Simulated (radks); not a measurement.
Values are calculated unless marked as measured or tabulated.
Question: Ionisation of Ir, [Xe] 4f14 5d7 6s2, to Ir+, [Xe] 4f14 5d7 6s1, under several functionals. Scalar-relativistic Kohn-Sham, spin-unpolarised, spherical densities, point nucleus; a radial shooting solver on a logarithmic mesh with Libxc functionals. Known Delta-SCF values: exchange-only LDA 9.092 eV; exchange-only PBE 9.131 eV; BP86 10.064 eV. What does HCTH/407 give, and what is its highest occupied eigenvalue?

Answer: 9.892 eV by Delta-SCF; the 6s eigenvalue is -6.356 eV. NIST: 8.967 eV (measured).

Beside tabulated values, note that spin-unpolarised runs miss the spin-polarisation part of the exchange energy of open shells.
